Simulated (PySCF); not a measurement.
Geometry:
| atom | x (Å) | y (Å) | z (Å) |
| --- | --- | --- | --- |
| O1 | -1.346 | -0.201 | 0.237 |
| C2 | -0.159 | -0.359 | 0.369 |
| Si3 | 1.032 | 1.117 | 0.000 |
| C4 | 2.823 | 0.518 | 0.320 |
| Cl5 | 2.934 | 0.005 | 2.026 |
| Cl6 | 3.129 | -0.882 | -0.744 |
| Cl7 | 3.997 | 1.807 | -0.011 |
| H8 | 0.261 | -1.348 | 0.700 |
| H9 | 0.913 | 1.519 | -1.427 |
| H10 | 0.739 | 2.248 | 0.921 |

Geometry: PBE0-D3(BJ)/def2-SVP; GIAO shifts from PySCF, gas phase, non-relativistic, averaged over equivalent atoms.

At B3LYP/pcSseg-1 (162 basis functions, 15 s wall time on 1 thread of an Arm Neoverse V1, shared host):
```tsv
atoms	δ (ppm)
O1	945.6
C2	239.4
C4	114.5
Si3	-55.1
Cl5/Cl6/Cl7	439.5
H8	11.80
H9/H10	4.18
```

Referencing at the same level of theory: ¹⁷O (σref 334.04) against H2O; TMS for ¹³C (σref 179.24), ²⁹Si (σref 337.86), ¹H (σref 31.38); ³⁵Cl (σref 930.46) against HCl.

What do these become at PBE0/def2-TZVP?

Answers


```csv
atoms,δ at PBE0/def2-TZVP,change
O1,914.8,-30.8
C2,241.1,+1.7
C4,108.9,-5.6
Si3,-55.9,-0.8
Cl5/Cl6/Cl7,423.0,-16.5
H8,12.37,+0.57
H9/H10,4.65,+0.47
```

References, each an isolated molecule treated in the same way: H2O for ¹⁷O (332.57 ppm); ¹³C (186.65 ppm), ²⁹Si (331.56 ppm), ¹H (31.48 ppm) vs TMS; HCl for ³⁵Cl (932.72 ppm).

The largest change is at O1 (carbonyl oxygen). Cost: 259 basis functions, 61 s wall time on 1 thread of an Arm Neoverse N1, shared host.

Carbons that carry Cl, above all several Cl atoms, come out too deshielded, partly because spin–orbit coupling is missing. Unscaled 17O shifts of doubly bonded oxygen tend to come out too high, by tens of ppm or more. Experimental scales use liquid or dissolved standards, which lie at an offset from isolated H2O (liquid H2O: subtract about 36 ppm).
